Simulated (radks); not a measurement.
All-electron atom: the zinc ion Zn3+ in [Ar] 3d9. All-electron calculation, Dirac Kohn-Sham, PW91, spin-unpolarised, spherical densities, finite nucleus; open shells are shared between the two j in proportion to 2j + 1; Fermi nuclear charge, rms radius 3.9283 fm. Program: a radial shooting solver on a logarithmic mesh with Libxc functionals.

Normalised radial functions P(r) = r R(r) (large component), r in bohr:

r          2p1/2   2p3/2   3d5/2
0.004897  0.0236  0.0180  0.0000
0.005521  0.0290  0.0226  0.0001
0.006225  0.0356  0.0284  0.0001
0.007019  0.0438  0.0357  0.0001
0.007914  0.0538  0.0447  0.0001
0.008923  0.0662  0.0559  0.0002
0.01006   0.0814  0.0697  0.0003
0.01134   0.1000  0.0868  0.0004
0.01279   0.1227  0.1079  0.0006
0.01442   0.1504  0.1337  0.0008
0.01613   0.1814  0.1629  0.0012
0.01819   0.2213  0.2007  0.0016
0.0205    0.2692  0.2462  0.0023
0.02312   0.3264  0.3009  0.0032
0.02607   0.3940  0.3659  0.0044
0.02939   0.4735  0.4427  0.0061
0.03314   0.5659  0.5324  0.0085
0.03736   0.6722  0.6360  0.0117
0.04212   0.7929  0.7543  0.0160
0.0475    0.9279  0.8872  0.0218
0.05355   1.0763  1.0340  0.0296
0.06038   1.2360  1.1927  0.0398
0.06808   1.4036  1.3602  0.0533
0.07614   1.5626  1.5201  0.0695
0.08585   1.7296  1.6893  0.0915
0.0968    1.8851  1.8482  0.1195
0.1091    2.0193  1.9873  0.1545
0.1231    2.1217  2.0959  0.1975
0.1387    2.1819  2.1636  0.2496
0.1564    2.1909  2.1807  0.3112
0.1764    2.1423  2.1406  0.3827
0.1989    2.0340  2.0405  0.4634
0.2242    1.8692  1.8829  0.5521
0.2528    1.6566  1.6760  0.6462
0.285     1.4104  1.4335  0.7424
0.3214    1.1486  1.1731  0.8360
0.3595    0.9073  0.9312  0.9165
0.4053    0.6690  0.6905  0.9903
0.457     0.4647  0.4826  1.0454
0.5152    0.3020  0.3158  1.0771
0.5809    0.1824  0.1921  1.0824
0.655     0.1015  0.1078  1.0605
0.7385    0.0517  0.0553  1.0132
0.8327    0.0238  0.0257  0.9440
0.9388    0.0098  0.0107  0.8576
1.059     0.0036  0.0040  0.7590
1.193     0.0011  0.0013  0.6536
1.346     0.0003  0.0004  0.5462
1.505     0.0001  0.0001  0.4484
1.697     0.0000  0.0000  0.3502
1.913     0.0000  0.0000  0.2625
2.157     0.0000  0.0000  0.1880
2.432     0.0000  0.0000  0.1280
2.743     0.0000  0.0000  0.0820
3.092     0.0000  0.0000  0.0486

2p1/2: eigenvalue -1062.7 eV, 0 radial nodes, <r> = 0.196 bohr, 90 % of the charge inside 0.321 bohr. 2p3/2: eigenvalue -1038.9 eV, 0 radial nodes, <r> = 0.199 bohr, 90 % of the charge inside 0.326 bohr. 3d5/2: eigenvalue -50.679 eV, 0 radial nodes, <r> = 0.822 bohr, 90 % of the charge inside 1.40 bohr.
